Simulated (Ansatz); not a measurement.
```xyz
7

O    -2.3937   -1.6441   -1.2668
C    -1.5143   -1.0449   -0.8077
N    -0.5996   -0.4222   -0.3311
Ti    0.7984    0.5494    0.4239
F     1.0827   -0.0042    2.0498
F     0.3842    2.2400    0.4546
F     2.2423    0.3260   -0.5227
```

Total charge 0; spin multiplicity 1.

**Question.** List the ωB97M-V/def2-TZVPP orbital energies in eV (Ansatz 0.2.0). (Best estimate.)

**Answer.** Ansatz gave: Occupied: -4882.99, -678.31, -678.31, -678.31, -551.79, -528.14, -460.29, -460.29, -460.28, -395.66, -286.08, -72.21, -47.79, -47.79, -47.53, -35.91, -35.56, -35.56, -34.57, -29.26, -18.23, -17.08, -16.66, -16.66, -16.54, -16.54, -16.23, -16.04, -16.04, -15.60, -15.23, -15.23, -14.95, -11.83, -11.83. Lowest empty: -1.01, -1.01, 0.08, 0.31, 0.31, 0.67, 2.44, 2.83.
